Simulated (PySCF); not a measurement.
# How methods differ on the electron affinity of Nb

Nb⁻ [Kr] 4d4 5s2 (5D) → Nb [Kr] 4d4 5s1 (6D), as a difference of total energies. Computed with PySCF 2.14 in def2-QZVPPD with the def2 core potential (28 electrons), with a scalar-relativistic core potential. Correlated levels: valence: 4s2 4p6 frozen. The calculations carry no spin-orbit coupling.

| method | electron affinity (eV) | difference from reference (eV) |
| --- | --- | --- |
| UHF | -0.510 | -1.427 |
| MP2 (valence) | 0.353 | -0.564 |
| SCS-MP2 (valence) | 0.540 | -0.377 |
| CCSD (valence) | 0.596 | -0.321 |
| CCSD(T) (valence) | 0.741 | -0.176 |

Reference: 0.917 eV (measured; photodetachment measurements, as compiled on the Wikipedia data page of electron affinities).

The reference lies between the lowest fine-structure levels, while these numbers refer to the centres of the terms.

Errors of the correlated levels include the incompleteness of this basis and the frozen core.

A negative affinity means that the anion lies above the atom at that level of theory.

The coupled-cluster amplitudes are large for Nb⁻ (T1 above 0.03 or a double amplitude above 0.15), so a single reference is strained.
